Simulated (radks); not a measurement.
Species: Ca IV. Configuration: [Ne] 3s1 3p5 4f1 (not the ground configuration). All-electron calculation, scalar-relativistic Kohn-Sham, PBEsol, spin-unpolarised, spherical densities, point nucleus. Program: a radial shooting solver on a logarithmic mesh with Libxc functionals.

Unscreened Slater integrals over Kohn-Sham orbitals (eV). Empty in this configuration: 3d.

F0(4f,4f): 5.7754
F2(4f,4f): 3.1356
F4(4f,4f): 2.0713
F6(4f,4f): 1.5250
F0(4f,3p): 7.3072
F2(4f,3p): 1.2137
G2(4f,3p): 0.40012
G4(4f,3p): 0.26010
F0(4f,3s): 7.3164
G3(4f,3s): 0.24832
F0(4f,2p): 7.3419
F2(4f,2p): 0.12127
G2(4f,2p): 0.0028870
G4(4f,2p): 0.0018455
F0(4f,3d): 7.2766
F2(4f,3d): 1.4283
F4(4f,3d): 0.60669
G1(4f,3d): 0.85874
G3(4f,3d): 0.49701
G5(4f,3d): 0.34158
F0(3p,3p): 21.141
F2(3p,3p): 10.739
F0(3p,3s): 21.704
G1(3p,3s): 14.515
F0(3p,2p): 28.551
F2(3p,2p): 5.6500
G0(3p,2p): 2.2720
G2(3p,2p): 2.3407
F0(3p,3d): 19.975
F2(3p,3d): 9.8243
G1(3p,3d): 12.180
G3(3p,3d): 7.5030
F0(3s,3s): 22.326
F0(3s,2p): 29.552
G1(3s,2p): 2.4699
F0(3s,3d): 20.489
G2(3s,3d): 9.4282
F0(2p,2p): 76.122
F2(2p,2p): 35.579
F0(2p,3d): 25.652
F2(2p,3d): 4.7279
G1(2p,3d): 3.3284
G3(2p,3d): 1.8827
F0(3d,3d): 19.053
F2(3d,3d): 9.2975
F4(3d,3d): 5.8909

Derived for the open shells (J is the average intra-shell exchange parameter used in DFT+U). 3p: J = F2/5 = 2.148 eV. 4f: F4/F2 = 0.661, F6/F2 = 0.486, J = (286 F2 + 195 F4 + 250 F6)/6435 = 0.2614 eV.
